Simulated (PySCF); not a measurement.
PySCF input for Ga(H)2(SiH3) (GaH5Si), SMILES [GaH2][SiH3], IEF-PCM-ωB97X/def2-SVP. Coordinates come from a PBE0-D3(BJ)/def2-TZVP optimisation.

```python
import numpy as np
from pyscf import gto, scf, dft
from pyscf.solvent import pcm

mol = gto.M(
    atom='''
    Ga    0.01978208   -0.37715705   -0.72840129
    H    -1.29456800   -0.50857386   -1.58309152
    H     1.35461566   -0.95557351   -1.32578162
    Si   -0.03559375    0.72632251    1.41723703
    H    -0.07298394    2.20196251    1.19869037
    H     1.15387333    0.42506854    2.25991159
    H    -1.25586904    0.36046955    2.18939275
    ''',
    basis='def2-SVP',
    charge=0,
    spin=0,
    max_memory=1600,
    verbose=3,
)
mf = dft.RKS(mol, xc='wb97x').density_fit(auxbasis='def2-universal-jkfit')
mf.grids.level = 3
mf.conv_tol = 1e-9
mf.max_cycle = 100
mf.kernel()
res = {}
for name, eps in {'water': 78.355, 'diethylether': 4.24, 'acetone': 20.493}.items():
    s = mf.PCM()
    s.with_solvent.method, s.with_solvent.eps, s.with_solvent.lebedev_order = 'IEF-PCM', eps, 29
    s.kernel(mf.make_rdm1())
    res[name] = (s.e_tot, eps, s.dip_moment(), s.mo_energy, s.converged)
    print(f'{name}: electrostatic solvation free energy {(s.e_tot - mf.e_tot) * 627.509474:.3f} kcal/mol')
```

It prints:

```
converged SCF energy = -2217.02221481455

WARN: PCM is an experimental feature. It is still in testing.
Features and APIs may be changed in the future.

converged SCF energy = -2217.02642221588
Dipole moment(X, Y, Z, Debye):  0.03552, -0.18881, -0.21156
water: electrostatic solvation free energy -2.640 kcal/mol

WARN: PCM is an experimental feature. It is still in testing.
Features and APIs may be changed in the future.

converged SCF energy = -2217.02499433462
Dipole moment(X, Y, Z, Debye):  0.03129, -0.17420, -0.19790
diethylether: electrostatic solvation free energy -1.744 kcal/mol

WARN: PCM is an experimental feature. It is still in testing.
Features and APIs may be changed in the future.

converged SCF energy = -2217.02615875244
Dipole moment(X, Y, Z, Debye):  0.03471, -0.18616, -0.20935
acetone: electrostatic solvation free energy -2.475 kcal/mol
```

The calculation finished and met its thresholds.
